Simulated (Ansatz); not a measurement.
Basis-set extrapolation for C5H6F2 (`FC1=CC(F)CC1`) (PBE0-D4/def2-TZVP geometry, frozen core, Ansatz). Multiplicity 1, RHF reference.

|  | def2-TZVPP | def2-QZVPP |
| --- | --- | --- |
| HF | -391.847529 | -391.864486 |
| MP2 correlation | -1.304804 | -1.405011 |
| CCSD(T) correlation | -1.392608 | not run |

Energies in hartree. Use E(X) = E(∞) + A·exp(−7.88·√X) for Hartree–Fock and E(X) = E(∞) + B·X^(−2.97) for correlation, with X = 3 and 4, and add CCSD(T) minus MP2 of the smaller set to the MP2 limit.

Question: What is the CCSD(T) energy at the basis-set limit?

Answer: HF limit: -391.864486 + (-0.016957) × 0.13774 = -391.86682. MP2 limit: -1.405011 + (-0.100207) × 0.74074 = -1.47924. Higher-order term: -1.392608 − (-1.304804) = -0.08780. Total: -393.43386 hartree, 5.27 eV below CCSD(T)/def2-TZVPP.
